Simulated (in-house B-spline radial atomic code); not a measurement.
## Removing one electron from La IV (La3+)

Closed shell [Kr] 4d10 5s2 5p6. Computed with a B-spline radial code for spherical atoms: Koopmans values of Dirac-Hartree-Fock plus a diagonal self-energy, in second order or with its direct term screened (direct RPA, with the hole-particle interaction, or full time-dependent Hartree-Fock), linearised in energy; no-pair Dirac-Coulomb Hamiltonian, finite nucleus. Shifts add to the Koopmans value (the ΔSCF shift is orbital relaxation alone); the final value takes TDHF screening with Breit and QED.

Command:
```bash
python run_mb.py task.json out
```
Settings (nuclear radius in fm, box in bohr, cutoff in hartree):
```
basis_form          2
Z                   57
core_configuration  [Kr] 4d10 5s2 5p6
rms_radius          4.855
mass_number         139
speed_of_light      137.036
box_radius          13.958
lmax                7
intervals           63
virtual_cutoff      12996.0
```

Time taken, with all properties: 42 s on 1 thread of Intel(R) Xeon(R) 6975P-C, on a shared host.

Energies in eV:

```csv
subshell,Koopmans,ΔSCF shift,second order,direct RPA,hole-particle,TDHF,Breit + QED,final
5p3/2,49.58,-0.572,?,?,?,?,?,?
5p1/2,52.41,-0.639,0.650,0.646,0.429,0.466,-0.048,52.83
```

**Question.** What does the self-energy do to 5p3/2?

**Answer.** It shifts the removal energy by 0.738 eV in second order, 0.647 with direct RPA, 0.507 with the hole-particle term and 0.554 with TDHF screening (quasi-particle weight 0.958); Breit and QED add -0.016 eV. The final value is 50.12 eV, against 49.95 ± 0.06 eV (NIST, semi-empirical).
